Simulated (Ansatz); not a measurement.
Basis-set series for H$_{6}$O$_{2}$SSi$_{2}$ (`O[SiH2]O[SiH2]S`). Charge 0, multiplicity 1. Geometry: relaxed with PBE0-D4/def2-TZVP. It is one conformer, not always the lowest.

| functional | basis | functions | energy (Eh) | HOMO (eV) | LUMO (eV) |
| --- | --- | --- | --- | --- | --- |
| PBE0-D4 | def2-SVP | 112 | -1130.42087 | -7.94 | 0.57 |
| PBE0-D4 | def2-QZVPP | 504 | -1131.01193 | -8.02 | -0.20 |
| ωB97M-V | def2-SVP | 112 | -1130.84528 | -10.12 | 2.50 |
| ωB97M-V | def2-QZVPP | 504 | -1131.43768 | -10.24 | 1.26 |

Give the rows for def2-TZVPP. (An estimate is asked.)

Computed: 
```json
{"functional": "PBE0-D4", "basis": "def2-TZVPP", "functions": "272", "energy (Eh)": "-1130.97005", "HOMO (eV)": "-8.01", "LUMO (eV)": "0.05"}
{"functional": "ωB97M-V", "basis": "def2-TZVPP", "functions": "272", "energy (Eh)": "-1131.39859", "HOMO (eV)": "-10.22", "LUMO (eV)": "1.78"}
```

Positive LUMOs are unbound and depend on the basis.
